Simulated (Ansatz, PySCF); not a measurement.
Scan of H3Sn, doublet: umbrella (inversion) coordinate, bond length relaxed. Scanned: angle between the Sn-H bonds and the threefold axis (90 = planar). Other coordinates (Sn-H bond length) were minimised at B3LYP/def2-TZVP.

Levels of theory: UKS-PBE/def2-TZVP = unrestricted PBE/def2-TZVP, def2 effective core potentials past Kr (Ansatz, a first-principles code); CCSD(T) on UHF/def2-TZVP, 4 core orbitals frozen, def2 effective core potentials past Kr (PySCF).

Energies relative to the lowest point of each profile, in mEh:

```
a / °  UKS-PBE/def2-TZVP
-----  -----------------
93                  10.2
96                   8.4
99                   5.9
102                  3.3
105                  1.3
108                  0.1
111                  0.0
114                  1.3
117                  4.0
120                  8.3
129                 31.3
132                 42.8
```

**Question.** Predict the corresponding CCSD(T) column.

**Answer.** 93: 9.5; 96: 7.6; 99: 5.2; 102: 2.8; 105: 0.9; 108: 0.0; 111: 0.3; 114: 1.9; 117: 5.1; 120: 9.8; 129: 34.6; 132: 46.8 (mEh).
